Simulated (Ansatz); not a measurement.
`C[SiH](N)Br` + H₂Se → `N[SiH]([SeH])Br` + CH₄ at 400 K and 1 bar (ligand exchange at the Si–C bond).

Isolated molecules relaxed with PBE0-D4/def2-TZVP in Ansatz; ΔE leaves out vibrations. CCSD(T)/CBS is the MP2 limit (def2-TZVPP, def2-QZVPP) plus CCSD(T) − MP2 in def2-TZVPP, frozen cores. This one scheme is used for every species. For Br, Se outer-core shells are correlated without core-valence functions, which leaves a few kJ/mol of doubt a bond. Scalar relativity is left out up to krypton. Each species was taken in one conformer, which may not be the lowest.

```tsv
species	CCSD(T)/CBS energy (Eh)	H − E (kJ/mol)	S (J/(mol·K))
`C[SiH](N)Br`	-2958.86440	224.2	376.2
H₂Se	-2401.89790	49.4	229.5
`N[SiH]([SeH])Br`	-5320.32482	150.7	393.5
CH₄	-40.46206	131.3	197.2
```

H − E and S are ideal-gas, rigid-rotor, harmonic terms from PBE0-D4/def2-TZVP, for one conformer and one mirror image of each species. 1 Eh = 2625.50 kJ/mol, R = 8.31446 J/(mol·K).

Task: By hand: ΔE, ΔH, ΔS and ΔG.

Result: ΔE = (-5320.32482) + (-40.46206) − (-2958.86440) − (-2401.89790) = -0.02458 Eh = -64.5 kJ/mol. Δ(H − E) = 150.7 + 131.3 − 224.2 − 49.4 = 8.4, so ΔH = -56.1 kJ/mol. ΔS = 393.5 + 197.2 − 376.2 − 229.5 = -15.0 J/(mol·K). ΔG = -56.1 − 400 × (-15.0)/1000 = -50.1 kJ/mol.

Task: By hand: the equilibrium constant, and the temperature at which ΔG would vanish if ΔH and ΔS stayed fixed.

Result: log₁₀ K = −ΔG/(RT ln 10) = 6.5. ΔG = 0 at ΔH/ΔS = 3740 K, far beyond where these terms or the molecules hold.

ΔH outweighs TΔS. A doubt of 5 kJ/mol in ΔE shifts log₁₀ K by 0.7 here. Other conformers and mirror images would add mixing entropy, several J/(mol·K) or more a flexible species. These are equilibria of isolated gas molecules and say nothing of rates. Largest T1 diagnostic: 0.009 (customary marks: 0.02 for closed shells, 0.045 for open ones).
